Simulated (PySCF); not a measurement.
SMILES [F][InH][Br] at its PBE0/def2-SVP optimised geometry (Å):

```
4

In    -0.0964     0.1411     0.0000
H      1.6057     0.1411     0.0000
F     -1.1096     1.8115     0.0000
Br    -1.6057    -1.8115     0.0028
```

Calculation: PySCF with PBE0/def2-TZVP, def2 effective core potentials past Kr. The core electrons that the potentials of In replace are not part of the density.

Map of the electron localisation function on the plane z = 1.0 Å:

```
|                           |
|                           |
|                           |
|                           |
|       ..:::.              |
|      .:-==-:.             |
|      .-=++=:.             |
|      :-+*+=:.             |
|      .-=++-.    .-=:      |
|      .:---:. ..:+#%#=     |
|        .......:=#@@@%-    |
|           ....:=%@@@@*    |
|          ..::::=%@@@@#.   |
|         ...::::=%@@@@#.   |
|   .::--::.....:=%@@@@*    |
|  .:=++++=-....:-*%@@%-    |
|  .=+*###*+-:...:=*##=     |
|  :+*#%%%##+-..  .:-:      |
| .-+#%%%%%#*=:             |
|  :+#%%%%%%#+:             |
|  :=*#%%%%%#+-.            |
|  .-+##%%%%#+-.            |
|   :-+*####*=:.            |
|    :-=+***+-.             |
|     .:-==-:.              |
|       .....               |
|                           |
```
Scale: ten equal steps from 0.000 (start of ' ') to 0.994 (end of '@'), in the order ' .:-=+*#%@'; x runs from -4.00 to 4.00, y from -4.00 (bottom) to 4.00 (top).
